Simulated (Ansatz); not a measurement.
The cluster Sc₃N₃: single points at one geometry.

```yaml
crystal:
  periodic: [false, false, false]
  atoms:
    - {symbol: Sc, position_ang: [0.060440, 1.407831, 0.140232]}
    - {symbol: Sc, position_ang: [2.900319, 0.525703, 0.118748]}
    - {symbol: Sc, position_ang: [-0.484259, -1.352312, 0.203185]}
    - {symbol: N, position_ang: [-2.180080, -0.692957, -0.524003]}
    - {symbol: N, position_ang: [1.242135, -0.246813, 0.226399]}
    - {symbol: N, position_ang: [-1.538555, 0.358557, -0.164570]}
basis:
  gaussian: {orbitals: def2-TZVP, initial_orbitals: start.molden}
hamiltonian: {xc: {name: B3LYP}, dispersion: d4}
scf: {omitted_lower_state_checks: [starts]}
output: {orbitals: {seedname: orbitals}}
```

The file start.molden holds the orbitals of an earlier run on this structure, at another level or in another basis.

```sh
$ ansatz run in.yaml --threads 4 --pin off --events-out ev --progress --plain --max-ram 4787MiB
```

Shortened log:

```
Functional definition: B3LYP
2124 factors; their error is unknown
mean field evaluation 1: about -66572.2856 eV, gradient 7.4e0 eV
mean field evaluation 2: about -66572.3695 eV, gradient 1.1e-1 eV
mean field evaluation 4: about -66572.5805 eV, gradient 6.2e-3 eV
mean field -66572.58053443 eV, -2446.4972101245 hartree, gradient 2.5e-5 eV, S^2 0.000000; 0 other end points of the search recorded, 0 dependent functions left out
reference -66572.58076225 eV, -2446.4972184967 hartree; 42, 42 occupied and 186, 186 virtual orbitals, 2124 factors
Total energy: -66573.01408361 eV, -2446.5131427630 hartree
Checks for a lower state left out: starts
```

It took 9 s on 4 threads of Arm Neoverse V2 on a shared host, peak host memory 0.96 GiB.

As the first input, with `correlation: {method: mp2}` and without the key `hamiltonian` (abridged; 21 s):

```
Functional definition: HF
mean field -66467.44332285 eV, -2442.6334888635 hartree, gradient 7.9e-6 eV, S^2 0.000000; unrestricted orbitals would lower it
mean field evaluation 16: about -66468.9487 eV, gradient 1.3e0 eV
unrestricted determinant -66469.14232104 eV, -2442.6959258955 hartree, S^2 2.2159
18 core orbitals not correlated: weight in the atoms' cores, before any rotation towards them, 1.000 or more for the frozen orbitals, at most 0.000 for the correlated occupied ones
second order -41.34907838 eV of doubles, -0.00000000 eV of singles
Total energy: -66508.79240123 eV, -2444.1530394666 hartree
Checks for a lower state left out: starts
```

As the first input, with `hamiltonian: {xc: {name: B2PLYP}}` and without the key `output` (abridged; 14 s):

```
Functional definition: B2PLYP
mean field -66540.48790400 eV, -2445.3178277093 hartree, gradient 3.0e-6 eV, S^2 0.000000; unrestricted orbitals would lower it
18 core orbitals not correlated: weight in the atoms' cores, before any rotation towards them, 1.000 or more for the frozen orbitals, at most 0.000 for the correlated occupied ones
second order -54.57348455 eV of doubles, -0.00000000 eV of singles
Total energy: -66555.22288606 eV, -2445.8593283122 hartree
Checks for a lower state left out: starts
```

As the first input, with `hamiltonian: {xc: pbe, dispersion: d4}`, `output: {forces: true, orbitals: {seedname: orbitals}}` (abridged; 5.5 s):

```
Functional definition: PBE
mean field -66549.61602491 eV, -2445.6532799657 hartree, gradient 1.5e-5 eV, S^2 0.000000
Total energy: -66549.87770167 eV, -2445.6628964089 hartree
Atom 0 force     0.134253     0.123968    -0.013782 eV/Å
Atom 1 force     0.209054     0.097349    -0.005526 eV/Å
Atom 2 force     0.095237    -0.092136     0.057934 eV/Å
Atom 3 force    -0.140889     0.034515    -0.102131 eV/Å
Atom 4 force    -0.115203    -0.100803     0.021843 eV/Å
Atom 5 force    -0.182452    -0.062893     0.041661 eV/Å
Dipole moment:     0.548309    -0.276438     0.363785 e Å
Checks for a lower state left out: starts
```

First input, but with `hamiltonian: {xc: pbe0, dispersion: d4}` (abridged; 9 s):

```
Functional definition: PBE0
mean field -66550.69892787 eV, -2445.6930759154 hartree, gradient 2.5e-5 eV, S^2 0.000000
Total energy: -66550.92113610 eV, -2445.7012419172 hartree
Checks for a lower state left out: starts
```

First input, but with `gaussian: {orbitals: def2-SVP, initial_orbitals: start.molden}`, `correlation: {method: ccsd_t}` and without the key `hamiltonian` (abridged; 64 s):

```
Functional definition: HF
mean field evaluation 16: about -66445.1879 eV, gradient 2.5e1 eV
mean field evaluation 32: about -66449.7143 eV, gradient 5.3e0 eV
mean field evaluation 64: about -66449.2368 eV, gradient 1.8e1 eV
mean field evaluation 96: about -66453.1961 eV, gradient 1.1e0 eV
mean field evaluation 128: about -66440.0845 eV, gradient 5.0e1 eV
mean field -66454.04856145 eV, -2442.1412404612 hartree, gradient 7.3e-6 eV, S^2 0.000000; 2 other end points of the search recorded, 0 dependent functions left out; unrestricted orbitals would lower it
mean field evaluation 160: about -66453.7189 eV, gradient 1.2e0 eV
mean field evaluation 192: about -66455.7461 eV, gradient 8.7e-2 eV
determinant -66454.04856145 eV, -2442.1412404612 hartree, with singles and doubles -66486.83637850 eV, -2443.3461705136 hartree
determinant -66453.29189273 eV, -2442.1134333988 hartree, with singles and doubles -66486.26935276 eV, -2443.3253327020 hartree
determinant -66453.14391572 eV, -2442.1079953441 hartree, with singles and doubles -66485.54333937 eV, -2443.2986522021 hartree
unrestricted determinant -66455.74649783 eV, -2442.2036384726 hartree, S^2 2.1414
18 core orbitals not correlated: weight in the atoms' cores, before any rotation towards them, 1.000 or more for the frozen orbitals, at most 0.000 for the correlated occupied ones
[...]
cycle   6  -32.86469803 eV  change    1.2e-2 eV  update   7.1e-3
cycle   7  -32.86051696 eV  change    4.2e-3 eV  update   5.0e-3
cycle   8  -32.85483613 eV  change    5.7e-3 eV  update   3.1e-3
cycle   9  -32.85604516 eV  change   -1.2e-3 eV  update   2.1e-3
cycle  10  -32.85743221 eV  change   -1.4e-3 eV  update   1.6e-3
cycle  11  -32.85865552 eV  change   -1.2e-3 eV  update   1.1e-3
cycle  12  -32.85956744 eV  change   -9.1e-4 eV  update   6.9e-4
cycle  13  -32.85901908 eV  change    5.5e-4 eV  update   5.0e-4
cycle  14  -32.85834956 eV  change    6.7e-4 eV  update   3.3e-4
cycle  15  -32.85847308 eV  change   -1.2e-4 eV  update   2.0e-4
cycle  16  -32.85859414 eV  change   -1.2e-4 eV  update   1.4e-4
cycle  17  -32.85862473 eV  change   -3.1e-5 eV  update   1.0e-4
cycle  18  -32.85875914 eV  change   -1.3e-4 eV  update   7.1e-5
cycle  19  -32.85875925 eV  change   -1.1e-7 eV  update   5.2e-5
perturbative correction -2.21974965 eV, -0.0815742949 hartree
Total energy: -66489.12707034 eV, -2443.4303518860 hartree
Checks for a lower state left out: starts
```

The first input with `hamiltonian: {xc: lda}` (abridged; 2.5 s):

```
Functional definition: SPW92
mean field -66379.89797987 eV, -2439.4162568493 hartree, gradient 2.5e-5 eV, S^2 0.000000
Total energy: -66379.89802239 eV, -2439.4162584119 hartree
Checks for a lower state left out: starts
```

Geometry: PBE-D4/def2-SVP.

B3LYP takes the VWN-RPA correlation. Correlated methods freeze 18 core orbitals; core or outer-core shells of Sc are correlated, in sets that lack core-valence functions. The restricted singlet is unstable towards broken spin symmetry at other levels; at B3LYP-D4/def2-TZVP, PBE-D4/def2-TZVP, PBE0-D4/def2-TZVP, LDA (SPW92)/def2-TZVP this wasn't settled. At MP2/def2-TZVP, B2PLYP/def2-TZVP, CCSD(T)/def2-SVP the restricted singlet (for correlated methods, its reference) is unstable: a solution with broken spin symmetry lies lower. At CCSD(T)/def2-SVP T1 of the charge 0 singlet is large (up to 0.064), so the single-reference result is doubtful. Another isomer (singlet) lies 2.03 eV lower at PBE0-D4/def2-TZVP; other spin states weren't run for this one.
